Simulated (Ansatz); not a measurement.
`[SiH3]OP` + `O[AsH2]` → `PO[AsH2]` + `O[SiH3]` at 298.15 K and 1 bar (ligand exchange at a P–O bond).

Program: Ansatz. Geometries: PBE0-D4/def2-TZVP. ΔE: electronic, gas phase. CCSD(T)/CBS adds triple-zeta CCSD(T) − MP2 to the extrapolated MP2 energy (def2 sets, frozen cores). For As outer-core shells are correlated without core-valence functions, which leaves a few kJ/mol of doubt a bond. Scalar relativity is left out up to krypton. Each species was taken in one conformer, which may not be the lowest.

```csv
species,CCSD(T)/CBS energy (Eh),H − E (kJ/mol),S (J/(mol·K))
`[SiH3]OP`,-708.22479,141.5,324.8
`O[AsH2]`,-2311.97217,89.1,265.7
`PO[AsH2]`,-2653.50583,115.8,331.2
`O[SiH3]`,-366.69042,113.6,257.8
```

H − E and S are ideal-gas, rigid-rotor, harmonic terms from PBE0-D4/def2-TZVP, for one conformer and one mirror image of each species. 1 Eh = 2625.50 kJ/mol, R = 8.31446 J/(mol·K).

By hand: ΔE, ΔH, ΔS and ΔG.

ΔE = (-2653.50583) + (-366.69042) − (-708.22479) − (-2311.97217) = 0.00071 Eh = 1.9 kJ/mol. Δ(H − E) = 115.8 + 113.6 − 141.5 − 89.1 = -1.2, so ΔH = 0.7 kJ/mol. ΔS = 331.2 + 257.8 − 324.8 − 265.7 = -1.5 J/(mol·K). ΔG = 0.7 − 298.15 × (-1.5)/1000 = 1.1 kJ/mol.

By hand: the equilibrium constant, and the temperature at which ΔG would vanish if ΔH and ΔS stayed fixed.

log₁₀ K = −ΔG/(RT ln 10) = -0.2. ΔH and −TΔS have one sign here, so there is no such temperature. One of them is within its doubt of zero, so this could turn.

TΔS isn't small against ΔH here. The sign of ΔG lies within the doubt. A doubt of 5 kJ/mol in ΔE shifts log₁₀ K by 0.9 here. Other conformers and mirror images would add mixing entropy, several J/(mol·K) or more a flexible species. Modes under 60 cm⁻¹, often nearly free rotors, make the harmonic entropy too high. These are equilibria of isolated gas molecules and say nothing of rates. Largest T1 diagnostic: 0.013 (customary marks: 0.02 for closed shells, 0.045 for open ones).
